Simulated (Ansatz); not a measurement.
`COB(C)O[SiH3]` + `[CH2]1[S][GeH2]1` → `[SiH3][GeH]1[CH2][S]1` + `COB(C)O`  (formal exchange of groups at the Si–O bond)

Calculated with Ansatz (gas phase, PBE0-D4/def2-TZVP geometries, no zero-point term in ΔE). CCSD(T)/CBS is the MP2 limit (def2-TZVPP, def2-QZVPP) plus CCSD(T) − MP2 in def2-TZVPP, frozen cores. DFT in def2-TZVPP. For Ge outer-core shells are correlated without core-valence functions, which leaves a few kJ/mol of doubt a bond. Scalar relativity is left out up to krypton. Each species was taken in one conformer, which may not be the lowest.

| level | ΔE (kJ/mol) | difference from CCSD(T)/CBS |
| --- | --- | --- |
| r2SCAN-D4 | 53.4 | -4.5 |
| ωB97X-V | 59.9 | 2.0 |
| B2PLYP | 61.4 | 3.5 |
| PBE | 37.3 | -20.6 |
| MP2/def2-TZVPP | 60.2 | 2.3 |
| CCSD/def2-TZVPP | 62.2 | 4.3 |
| CCSD(T)/def2-TZVPP | 58.7 | 0.8 |
| MP2/def2-QZVPP | 60.6 | 2.7 |
| HF/CBS(def2) | 87.1 | 29.2 |
| MP2/CBS(def2) | 59.3 | 1.4 |
| CCSD(T)/CBS | 57.9 | 0 |

Largest T1 diagnostic among the species: 0.013.

In def2-TZVPP, CCSD(T) changes the Hartree–Fock value by −25.1 kJ/mol (the triples alone add −3.5 kJ/mol) and MP2 by −23.7 kJ/mol. From PBE to PBE0 (25 % exact exchange), in def2-TZVPP and without D4, ΔE moves by +7.4 kJ/mol.
